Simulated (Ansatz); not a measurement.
Coupled-cluster diagnostics for [AlCl6]3- (AlCl₆³⁻), Ansatz.

Geometry of the singlet (PBE-D4/def2-SVPD):

```xyz
7

Al    0.000    0.000    0.000
Cl    1.747    1.537    0.726
Cl   -1.747   -1.537   -0.726
Cl    1.506   -1.882    0.360
Cl   -1.506    1.882   -0.360
Cl    0.787    0.190   -2.299
Cl   -0.787   -0.190    2.299
```

Correlated methods freeze 35 core orbitals. A multiply charged anion in the gas phase is held together partly by the finite basis.

**Question.** Estimate the CCSD(T) correlation energy, the shares of MP2 and (T), T1 and the reference's ⟨S²⟩ for: charge -3, singlet, own geometry in def2-SVPD; and the rough time on 4 threads of Intel Xeon on a shared host.

**Answer.** 
```
                           state      basis  correlation (eV)  MP2 share (%)  (T) share (%)     T1  ⟨S²⟩ (pure)  wall time          remarks
charge -3, singlet, own geometry  def2-SVPD           -29.701           91.3            2.9  0.011  0.00 (0.00)       88 s  HOMO above zero
```
Customary marks for T1 are 0.02 (closed shells), 0.045 (open shells) and about 0.05 (3d metals). T1 stays under 0.02 throughout.
